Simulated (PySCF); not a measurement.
C2H6N, SMILES [CH2]CN, multiplicity 2. Coordinates come from a PBE-D3(BJ)/def2-TZVP optimisation. The isomer is the one that the SMILES or the coordinates give; other isomers of the formula were not compared. The values are those of a single conformer.

Give the equilibrium geometry at PBE-D3(BJ)/def2-TZVP (PySCF confirms it by a frequency run) as Cartesian coordinates in Å. (The exact figures need the calculation; the answer reports its results.)

This is not unique; one that fits is 
```xyz
9

C      1.2420     0.2018    -0.3297
C      0.0715    -0.3961     0.3523
N     -1.1839     0.1920    -0.1321
H      2.2369     0.1356     0.1091
H      1.1335     0.5839    -1.3450
H      0.2151    -0.3339     1.4536
H      0.0224    -1.4853     0.1322
H     -1.2186     1.1809     0.1246
H     -1.9836    -0.2599     0.3152
```
Charge 0, spin multiplicity 2.
